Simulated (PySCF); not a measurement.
C4H9Cl2Sn (SMILES CCC[CH2][Sn]([Cl])[Cl]), doublet, geometry from GFN2-xTB (such geometries of metal compounds can be far from the true shape) (the spin is typed, not shown lowest) (all electrons, no relativity). Base run: CAMB3LYP/STO-3G (PySCF).

Geometry (Å):
```xyz
16

Sn     0.8102     0.7211     0.2811
C      0.1572    -1.4878    -0.7624
C     -0.5841    -1.2654    -2.0338
C     -1.1078    -2.5953    -2.6236
C     -2.2152    -3.2187    -1.7868
H      1.0943    -2.0257    -0.8638
H     -0.4415    -1.8417     0.0690
H     -1.4388    -0.6073    -1.8660
H      0.0697    -0.8063    -2.7793
H     -1.4898    -2.3820    -3.6240
H     -0.2767    -3.2967    -2.7224
H     -3.0201    -2.5051    -1.6275
H     -1.8443    -3.5419    -0.8179
H     -2.6233    -4.0869    -2.2997
Cl     0.7611     0.1894     2.6174
Cl    -1.2341     1.9544     0.0719
```
Charge 0, spin multiplicity 2.
Orbitals are unrestricted.
All else is at PySCF's defaults.

The base run was repeated with changes; each row names its change, and settings that it needs were set with it.

```csv
change,E (Eh),HOMO (eV),dipole (D),<S^2>,core-seconds (rough),outcome
base,-7031.81538,-5.74,4.55,0.763,100,converged
functional = b97m_v,-,-,-,-,-,cut at the time limit
functional = pbe0; dispersion = d3zero,-7031.05851,-4.52,4.47,0.759,30,converged
functional = lc_wpbe,-7030.80492,-7.25,4.87,0.766,90,converged
functional = wb97x_v,-,-,-,-,-,cut at the time limit
functional = b3lyp,-7031.74967,-4.24,4.31,0.757,30,converged
functional = tpssh,-7031.68884,-3.98,4.28,0.757,70,converged
functional = wb97x,-7031.92611,-6.79,4.73,0.764,90,converged
```

Absolute energies of different levels of theory aren't comparable as measures of quality.

Open shells are given as the SCF converged; they aren't shown to be the lowest states, and a large step between rows can be another state.
